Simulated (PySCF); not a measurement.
## Two-photon absorption: `CC(C)[C@@H](C)CC=O`, C₇H₁₄O

Cartesian coordinates in Å; atom numbers follow the order of the lines, from 1:
```xyz
22

C    -1.7472    0.7100   -1.1466
C    -1.1690   -0.3224   -0.1822
C    -2.1645   -0.5824    0.9458
C     0.2179    0.0864    0.3537
C     0.7680   -0.8994    1.3823
C     1.2392    0.2712   -0.7733
C     2.5327    0.8702   -0.3000
O     3.6298    0.4804   -0.5961
H    -2.7526    0.4104   -1.4788
H    -1.1360    0.8404   -2.0513
H    -1.8411    1.6944   -0.6576
H    -1.0332   -1.2701   -0.7382
H    -2.2731    0.3084    1.5876
H    -1.8659   -1.4239    1.5864
H    -3.1592   -0.8184    0.5382
H     0.0923    1.0681    0.8532
H     1.7875   -0.6244    1.6952
H     0.8212   -1.9162    0.9590
H     0.1509   -0.9418    2.2900
H     0.8477    0.9711   -1.5324
H     1.4613   -0.6798   -1.2839
H     2.4060    1.7626    0.3739
```

Method used: TDDFT CAM-B3LYP/aug-cc-pVDZ excited states, vertical, gas phase (PySCF). Geometry: PBE0-D3(BJ)/def2-SVP.

Task: Give the one- and two-photon strengths of the lowest singlets.

Result: δ for parallel linear polarisation; σ at the peak of a Lorentzian of half width 0.1 eV, single beam; Ω is circular over linear.
| state | E (eV) | f | photon λ (nm) | δ (au) | σ (GM) | Ω | main |
| --- | --- | --- | --- | --- | --- | --- | --- |
| S1 | 4.28 | 0.000 | 579 | 0.5 | 0.00 | 1.44 | HOMO→LUMO+2 0.35, HOMO→LUMO+1 0.29 |
| S2 | 6.71 | 0.014 | 369 | 129 | 2.13 | 0.59 | HOMO→LUMO 0.31, HOMO→LUMO+1 0.27 |
| S3 | 7.09 | 0.042 | 350 | 6.92 | 0.13 | 0.86 | HOMO→LUMO+2 0.29, HOMO→LUMO+1 0.23 |
| S4 | 7.34 | 0.005 | 338 | 24.4 | 0.48 | 0.87 | HOMO→LUMO+3 0.40, HOMO→LUMO+2 0.14 |
| S5 | 7.53 | 0.005 | 329 | 8.64 | 0.18 | 0.55 | HOMO→LUMO 0.42, HOMO→LUMO+9 0.12 |
| S6 | 7.98 | 0.016 | 311 | 78 | 1.82 | 0.52 | HOMO→LUMO+5 0.49 |

Among these, the strongest one-photon state is S3, the strongest two-photon state S2, with a dipole change of 7.1 D (relaxed, norm of the difference vector).
